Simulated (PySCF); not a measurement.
Compound: C4H5F3N2.
Atom-mapped SMILES: `[CH2:1]=[CH:2]/[C:3](=[N:4]\[NH2:5])[C:6]([F:7])([F:8])[F:9]` (hydrogens: H10, H11 on C1; H12 on C2; H13, H14 on N5)

Computed with PBE0/6-31G* geometry optimisation, gas phase (PySCF 2.14.0).

Task: What internal coordinates does the optimisation give?

Result: 
| bond | length (Å) |
| --- | --- |
| C1=C2 | 1.338 |
| C2–C3 | 1.463 |
| C3=N4 | 1.287 |
| N4–N5 | 1.344 |
| C3–C6 | 1.508 |
| C6–F7, C6–F8 | 1.349 |
| C6–F9 | 1.329 |
| C1–H10 | 1.086 |
| C1–H11 | 1.085 |
| C2–H12 | 1.090 |
| N5–H13, N5–H14 | 1.013 |

Bonds in one row agree within 0.01 Å and their mean is given. A selection of angles:
| angle | degrees |
| --- | --- |
| C1–C2–C3 | 126.4 |
| C2–C3–N4 | 125.7 |
| C2–C3–C6 | 119.2 |
| N4–C3–C6 | 115.0 |
| C3–N4–N5 | 119.3 |
| C3–C6–F7 | 110.7 |
| C3–C6–F9 | 112.8 |
| F7–C6–F8 | 106.4 |
| F7–C6–F9 | 107.4 |
| H13–N5–N4 | 117.1 |
| H14–N5–N4 | 110.6 |

Torsions: C1–C2–C3–N4 160° (antiperiplanar); C2–C3–N4–N5 -3° (synperiplanar); C2–C3–C6–F7 66° (synclinal). The mirror-image conformer, all signs reversed, is as good.

Of the pairs four or more bonds apart, C2···H13 is among the closest relative to their van der Waals radii: 2.55 Å, 88 % of the sum of Bondi's values. The C–F distances run from 1.329 Å (C6–F9, drawn single) to 1.353 Å (C6–F7, drawn single), a spread of 0.024 Å. N5 (nitrogen bonded to N and 2 H) is pyramidal (angles 117.1°, 112.6° and 110.6°, sum 340.3°, 0.29 Å off the plane of its three neighbours). The 3 C–C bonds span 1.338 Å (C1=C2, drawn double) to 1.508 Å (C3–C6, drawn single), a spread of 0.170 Å.

Point group: C1 (no symmetry element, even within 0.4 Å). Not checked by PBE0/6-31G* frequencies. The numbers are those of one conformer (C1–C2–C3–N4 160°, C3–N4–N5–H -33° and -164°).

On an Arm Neoverse V1 with one thread, on a shared host, this took 97 s of wall time and 0.61 GiB of memory at its peak. That covers the optimisation of the geometry.
